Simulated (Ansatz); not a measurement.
Geometry optimisation, RKS B3LYP/6-31G* in Ansatz 0.2.0.

input.yaml

```yaml
crystal:
  periodic: [false, false, false]
  atoms:
    - { symbol: B, position_ang: [0.88112, 0.90046, -2.15527] }
    - { symbol: "N", position_ang: [0.69169, 0.75914, -0.92118] }
    - { symbol: B, position_ang: [0.4679, 0.58663, 0.43361] }
    - { symbol: Si, position_ang: [-0.75673, -0.82606, 1.05388] }
    - { symbol: H, position_ang: [1.0544, 1.03082, -3.27547] }
    - { symbol: H, position_ang: [1.04214, 1.31626, 1.16077] }
    - { symbol: H, position_ang: [-2.11404, -0.71969, 0.48942] }
    - { symbol: H, position_ang: [-0.3089, -2.18535, 0.70225] }
    - { symbol: H, position_ang: [-0.95757, -0.8622, 2.51198] }
basis:
  gaussian: { orbitals: "6-31G*" }
hamiltonian:
  xc: b3lyp
relax:
  f_tol: 0.015
  max_steps: 40
```

Launched with:

```bash
$ ansatz run input.yaml --threads 1 --pin off --max-ram 2048MiB --backend cpu --events-out ev --progress --plain --runs-dir out
```

Question: Where does it end, and by what steps?

Answer: The run converged. The force dipped under the threshold on the way, but the program's further checks kept it going. After 29 steps the energy has fallen by 0.099 eV; H8 moved furthest, 0.87 Å.

| step | energy less start (eV) | largest force component (eV/Å) | accepted |
| --- | --- | --- | --- |
| 0 | 0.0000 | 0.883 | yes |
| 2 | -0.0879 | 0.033 | yes |
| 4 | -0.0881 | 0.015 | yes |
| 6 | -0.0882 | 0.014 | yes |
| 8 | -0.0884 | 0.028 | yes |
| 10 | -0.0774 | 0.288 | no |
| 12 | -0.0899 | 0.065 | yes |
| 14 | -0.0907 | 0.059 | yes |
| 16 | -0.0918 | 0.113 | yes |
| 18 | -0.0936 | 0.070 | yes |
| 20 | -0.0955 | 0.088 | yes |
| 22 | -0.0973 | 0.033 | yes |
| 24 | -0.0982 | 0.041 | yes |
| 26 | -0.0985 | 0.025 | yes |
| 28 | -0.0988 | 0.020 | yes |
| 29 | -0.0988 | 0.011 | yes |

```xyz
9
Properties=species:S:1:pos:R:3
B 0.708 1.153 -2.163
N 0.700 0.779 -0.962
B 0.670 0.345 0.367
Si -0.800 -0.875 1.071
H 0.717 1.504 -3.281
H 1.544 0.705 1.109
H -1.836 -1.216 0.054
H -0.212 -2.155 1.570
H -1.492 -0.241 2.234
```

The run took 87 s on 1 thread of Arm Neoverse V1, with other jobs on the host, peak memory 0.14 GiB.
